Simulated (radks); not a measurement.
Results of a calculation; reference values are marked as such.
Isoelectronic series with 16 electrons, each ion in its NIST ground configuration. Level of theory: scalar-relativistic Kohn-Sham, PBE, spin-polarised, spherical densities, finite nucleus; open shells are filled with parallel spins first (spin-orbit coupling, left out, can overturn this in heavy ions); Fermi nuclear charge, rms radius of each element as measured or else 0.836 A^(1/3) + 0.57 fm (a radial shooting solver on a logarithmic mesh with Libxc functionals). Total energies (hartree) and orbital eigenvalues (eV):

ion	configuration	E (hartree)	3p down	3p up
S	[Ne] 3s2 3p4	-399.07678	-5.9771	-7.6894
Ar2+	[Ne] 3s2 3p4	-527.63118	-33.9825	-36.4684
Ca4+	[Ne] 3s2 3p4	-675.31729	-75.5774	-78.7761
Ti6+	[Ne] 3s2 3p4	-842.16501	-129.9978	-133.8836
Cr8+	[Ne] 3s2 3p4	-1028.24780	-196.9797	-201.5394
Fe10+	[Ne] 3s2 3p4	-1233.66282	-276.4127	-281.6389
Ni12+	[Ne] 3s2 3p4	-1458.52530	-368.2533	-374.1417
Zn14+	[Ne] 3s2 3p4	-1702.96511	-472.4932	-479.0412
Ge16+	[Ne] 3s2 3p4	-1967.12736	-589.1451	-596.3513
Se18+	[Ne] 3s2 3p4	-2251.17169	-718.2359	-726.0998
Kr20+	[Ne] 3s2 3p4	-2555.27133	-859.8034	-868.3250
Sr22+	[Ne] 3s2 3p4	-2879.61438	-1013.894	-1023.073
Zr24+	[Ne] 3s2 3p4	-3224.40368	-1180.560	-1190.398
Mo26+	[Ne] 3s2 3p4	-3589.85572	-1359.862	-1370.360
Ru28+	[Ne] 3s2 3p4	-3976.20862	-1551.865	-1563.025
Pd30+	[Ne] 3s2 3p4	-4383.71382	-1756.640	-1768.463
Cd32+	[Ne] 3s2 3p4	-4812.63934	-1974.265	-1986.753
